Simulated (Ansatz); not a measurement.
`[SiH3][N]([SiH3])[AlH][Cl]` + CH₃OH → `C[O][AlH][Cl]` + `[SiH3]N[SiH3]` at 298.15 K and 1 bar (ligand exchange at the Al–N bond).

Gas-phase electronic energies from Ansatz, PBE0-D4/def2-TZVP geometries. CBS: MP2 limit from def2 TZ/QZ plus the TZ coupled-cluster correction, frozen cores. This one scheme is used for every species. Each species was taken in one conformer, which may not be the lowest.

```csv
species,CCSD(T)/CBS energy (Eh),H − E (kJ/mol),S (J/(mol·K))
`[SiH3][N]([SiH3])[AlH][Cl]`,-1339.00991,199.3,403.0
CH₃OH,-115.61712,146.3,238.2
`C[O][AlH][Cl]`,-817.53357,151.9,333.5
`[SiH3]N[SiH3]`,-637.10515,192.6,335.6
```

H − E and S are ideal-gas, rigid-rotor, harmonic terms from PBE0-D4/def2-TZVP, for one conformer and one mirror image of each species. 1 Eh = 2625.50 kJ/mol, R = 8.31446 J/(mol·K).

**Question.** By hand: ΔE, ΔH, ΔS and ΔG.

**Answer.** ΔE = (-817.53357) + (-637.10515) − (-1339.00991) − (-115.61712) = -0.01169 Eh = -30.7 kJ/mol. Δ(H − E) = 151.9 + 192.6 − 199.3 − 146.3 = -1.1, so ΔH = -31.8 kJ/mol. ΔS = 333.5 + 335.6 − 403.0 − 238.2 = 27.9 J/(mol·K). ΔG = -31.8 − 298.15 × (27.9)/1000 = -40.1 kJ/mol.

**Question.** By hand: the equilibrium constant, and the temperature at which ΔG would vanish if ΔH and ΔS stayed fixed.

**Answer.** log₁₀ K = −ΔG/(RT ln 10) = 7.0. ΔH and −TΔS have one sign here, so there is no such temperature.

ΔH outweighs TΔS. A doubt of 5 kJ/mol in ΔE shifts log₁₀ K by 0.9 here. Other conformers and mirror images would add mixing entropy, several J/(mol·K) or more a flexible species. Modes under 60 cm⁻¹, often nearly free rotors, make the harmonic entropy too high. These are equilibria of isolated gas molecules and say nothing of rates. Largest T1 diagnostic: 0.011 (customary marks: 0.02 for closed shells, 0.045 for open ones).
